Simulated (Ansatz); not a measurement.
Compare A (`[CH3][SnH]1[CH2][O]1`) with its isomer B (`C1[CH2][SnH2][O]1`).

Isolated molecules relaxed with PBE0-D4/def2-TZVP in Ansatz; ΔE leaves out vibrations. CCSD(T)/CBS adds triple-zeta CCSD(T) − MP2 to the extrapolated MP2 energy (def2 sets, frozen cores). DFT in def2-TZVPP. B3LYP here is the variant with VWN-RPA as its local correlation; programs differ in this. def2 core potentials past Kr. For Sn outer-core shells are correlated without core-valence functions, which leaves a few kJ/mol of doubt a bond.

Q: Which isomer does CCSD(T)/CBS put lower? Give the gap. (Estimate.)

A: The calculation gave: B, by 11.0 kcal/mol.

Q: Give E(B) − E(A) in kcal/mol with HF/def2-TZVPP, PBE-D4, ωB97M-V, CCSD(T)/def2-TZVPP, MP2/def2-TZVPP, B3LYP, CCSD/def2-TZVPP. (Best estimate.)

A: Ansatz gave: HF/def2-TZVPP -20.8, PBE-D4 -5.7, ωB97M-V -13.9, CCSD(T)/def2-TZVPP -11.5, MP2/def2-TZVPP -10.2, B3LYP -7.5, CCSD/def2-TZVPP -14.2. None reverses the order clearly.

Largest T1 diagnostic: 0.017.

From PBE to PBE0 (25 % exact exchange), in def2-TZVPP and without D4, E(B) − E(A) moves by −5.5 kcal/mol. In def2-TZVPP, CCSD(T) changes the Hartree–Fock value by +9.3 kcal/mol (the triples alone add +2.8 kcal/mol) and MP2 by +10.6 kcal/mol.
